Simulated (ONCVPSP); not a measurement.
## Potentials for Fe compared

Generated with ld1.x 7.5 (TM, RRKJ, ultrasoft, PAW), atompaw 4.2 or ONCVPSP 4.0.1. The cutoff is in Ry: for ld1.x and atompaw files where the sum of valence levels is converged to 10 mRy in a Bessel basis, for ONCV files where the hardest occupied wave has 1 mHa per electron of residual kinetic energy. The error is the largest all-electron minus pseudo excitation energy over each file’s own four to seven test configurations (ionisations up to +4, promotions, holes and added fractions of an electron), all of which were solved. The labels leave out finer settings (local radius, basis sizes, second energies), which also bear on the numbers. Spin-polarised tests are not counted. The rows are a selection from randomly drawn settings: files with unsolved tests, undetermined cutoffs or missed reference levels are left out.

A true bound ghost makes a file unfit for plane-wave use even where its test errors are small: the radial tests pick states by their node count and pass the ghost by.

| potential | cutoff (Ry) | largest error (meV) | bound ghosts |
| --- | --- | --- | --- |
| ONCV, PBEsol, scalar-relativistic, rc 1.45/1.35/1.65 (spd), local smoothed, core correction no, reference 3s2 3p6 3d6 4s2, qcut 10.8/9.5/9.2, projectors 2/2/1 | 75 | +35 | none |
| ONCV, Wu-Cohen, non-relativistic, rc 1.20/0.90/1.25 (spd), local smoothed, core correction yes, reference 3s2 3p6 3d6 4s2, qcut 11.6/10.8/11.3, projectors 3/2/2 | 123 | -78 | none |
| ONCV, LDA (Perdew-Zunger), scalar-relativistic, rc 1.35/1.00/1.85 (spd), local smoothed, core correction no, reference 3s2 3p6 3d7 4s1, qcut 10.8/11.5/8.6, projectors 3/2/3 | 68 | +59 | none |
| ONCV, LDA (Perdew-Wang 92), scalar-relativistic, rc 1.20/1.70/1.90 (spd), local smoothed, core correction yes, reference 3s2 3p6 3d6 4s1.5 4p0.5, qcut 8.8/9.4/10, projectors 2/2/2 | 67 | +121 | none |

Task: Fill in the row for Fe: ONCV, PBE, scalar-relativistic, rc 2.55/2.15/1.40 (spd), local smoothed, core correction yes, reference 3d6 4s2, qcut 2.7/3.8/12.6, projectors 1/1/2.

Result: cutoff 111 Ry, largest error -781 meV, bound ghosts: s, p.

Task: Fill in the row for Fe: ONCV, PBE, scalar-relativistic, rc 1.20/0.85/1.15 (spd), local smoothed, core correction no, reference 3s2 3p6 3d6 4s2, qcut 12.1/9.8/14.3, projectors 2/2/2.

Result: cutoff 225 Ry, largest error -56 meV, bound ghosts: none.

Task: Fill in the row for Fe: ONCV, PBE, scalar-relativistic, rc 1.20/1.00/1.80 (spd), local smoothed, core correction no, reference 3s2 3p6 3d6 4s2, qcut 11.4/10.9/10.1, projectors 2/1/2.

Result: cutoff 85 Ry, largest error +88 meV, bound ghosts: none.
